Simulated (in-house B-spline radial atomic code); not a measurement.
## Excitations of Kr26+ by several methods

Full response, energies in eV; labels give the largest channel, * marks a mixed state, a dash one above the method's threshold, and an imaginary frequency an unstable closed-shell reference. Computed with an all-electron radial atomic-structure program (B-spline basis): linear response of the closed shell [He] 2s2 2p6 with each method's own kernel (bare exchange for TDHF, static screening on G0W0 levels for BSE, the adiabatic kernel for functionals); non-relativistic, point nucleus, no spin-orbit coupling, no double excitations, S, P, D and F terms only. Only terms of natural parity with L up to 3 were computed.

Without relativity these are model numbers for so heavy an element.

| method | 2p → 3s 3P | 2p → 3s 1P | 2p → 3p 3S | α (bohr³) |
| --- | --- | --- | --- | --- |
| TDHF | 1668.92 | 1673.96 | 1709.49 | 0.001252 |
| PBE | ? | ? | ? | ? |
| B3LYP (VWN-RPA) | 1638.60 | 1645.24 | 1683.88 | 0.001262 |
| BP86 | 1645.29 | 1649.78 | 1691.27 | 0.001264 |
| OLYP | ? | ? | ? | ? |

Question: What does OLYP give?

Answer: 2p → 3s 3P: 1630.68; 2p → 3s 1P: 1637.67; 2p → 3p 3S: 1677.72; α: 0.001261 (eV, bohr³).

Question: What does PBE give?

Answer: 2p → 3s 3P: 1642.84; 2p → 3s 1P: 1647.48; 2p → 3p 3S: 1688.68; α: 0.001265 (eV, bohr³).
